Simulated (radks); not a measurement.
The numbers below are computed, except where a source is named.
How relativity changes the ionisation of neutral strontium ([Kr] 5s2) to Sr+ ([Kr] 5s1). Spin-unpolarised spherical Kohn-Sham, BLYP, point nucleus unless stated (finite: rms radius 4.224 fm), a radial shooting solver on a logarithmic mesh with Libxc functionals. A level marked "c x" has the speed of light scaled by that factor.

| level | E(Sr) (hartree) | E(Sr+) (hartree) | IE (eV) | HOMO | <r> HOMO (bohr) |
|---|---|---|---|---|---|
| non-rel. | -3133.41393 | -3133.20375 | 5.719 | 5s | 4.373 |
| scalar-rel. | -3179.97564 | -3179.76217 | 5.809 | 5s | 4.309 |
| scalar-rel., finite nucleus | -3179.94401 | -3179.73054 | 5.809 | 5s | 4.309 |
| Dirac | -3180.28076 | -3180.06730 | 5.809 | 5s1/2 | 4.309 |
| Dirac, finite nucleus | -3180.24908 | -3180.03562 | 5.808 | 5s1/2 | 4.309 |
| Dirac, c x 1.25 | -3162.99437 | -3162.78213 | 5.775 | 5s1/2 | 4.333 |
| Dirac, c x 3 | -3138.44831 | -3138.23777 | 5.729 | 5s1/2 | 4.366 |
| Dirac, c x 5 | -3135.22155 | -3135.01124 | 5.723 | 5s1/2 | 4.370 |

NIST Atomic Spectra Database: 5.695 eV (measured). The relativistic part of the total energy of Sr is -46.84 hartree (Dirac, finite nucleus), 1.5 % of the non-relativistic value. Spin polarisation and multiplet splitting of open shells are left out at every level.

Beside tabulated values, note that relativity, absent from the non-relativistic runs, is large for the heavy elements, and spin-unpolarised runs miss the spin-polarisation part of the exchange energy of open shells.
